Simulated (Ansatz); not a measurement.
CH$_{6}$O$_{2}$SeSi (SMILES C[Si](O)(O)[SeH]), singlet, at a GFN2-xTB geometry; SC-NEVPT2/STO-3G, CASSCF(4,4) in Ansatz (a quantum-chemistry and plane-wave program).

Input for Ansatz:
Ansatz 0.2 input:
```yaml
crystal:
  periodic: [false, false, false]
  atoms:
    - {symbol: C, position_ang: [2.29036053, -0.00736992, -0.37417478]}
    - {symbol: Si, position_ang: [0.55870165, -0.67150427, -0.00673756]}
    - {symbol: O, position_ang: [-0.02160517, -1.75894817, -1.06347049]}
    - {symbol: O, position_ang: [0.63250222, -1.38584146, 1.43735364]}
    - {symbol: Se, position_ang: [-0.99308915, 1.05190337, -0.00075073]}
    - {symbol: H, position_ang: [2.97034749, -0.82735374, -0.57600813]}
    - {symbol: H, position_ang: [2.67737735, 0.54565128, 0.47414215]}
    - {symbol: H, position_ang: [2.28990325, 0.65474352, -1.23438104]}
    - {symbol: H, position_ang: [-0.26746470, -1.50175276, -1.94790027]}
    - {symbol: H, position_ang: [-0.09039045, -1.92046125, 1.75850562]}
    - {symbol: H, position_ang: [-0.26590447, 1.88805456, 0.89947570]}
basis:
  gaussian:
    orbitals: STO-3G
magnetization: {spin_polarized: false}
correlation: {method: sc_nevpt2, electrons: all, active_space: {window: {electrons: 4, orbitals: 4}}}
```

**Question.** What does Ansatz print? Leave out banner, timings and long lists.

**Answer.** 
```
Functional definition: HF
575 factors; integrals over basis functions are off by at most 3.6e-5 eV
mean field evaluation 1: about -77490.0536 eV, gradient 2.8e1 eV
mean field evaluation 2: about -77490.1473 eV, gradient 2.8e1 eV
mean field evaluation 4: about -77493.0939 eV, gradient 1.3e0 eV
mean field evaluation 8: about -77493.1024 eV, gradient 1.6e-5 eV
mean field -77493.10241444 eV, -2847.8189870191 hartree, gradient 8.2e-7 eV, S^2 0.000000; 0 other end points of the search recorded, 0 dependent functions left out
reference -77493.10241444 eV, -2847.8189870191 hartree; 38, 38 occupied and 10, 10 virtual orbitals, 575 factors
state -77493.82530067 eV, -2847.8455525983 hartree
state -77493.82530067 eV, -2847.8455525983 hartree; corrected -77497.99247995 eV, -2847.9986936122 hartree
state -77493.70487497 eV, -2847.8411270354 hartree
state -77493.70487497 eV, -2847.8411270354 hartree; corrected -77497.91293975 eV, -2847.9957705639 hartree
state -77493.82530067 eV, -2847.8455525983 hartree; corrected -77497.99247995 eV, -2847.9986936122 hartree
the orbitals are reached from a further start. From the first start the search ends at -77493.70485328 eV, -2847.8411262383 hartree
Total energy: -77497.99247995 eV, -2847.9986936122 hartree
```
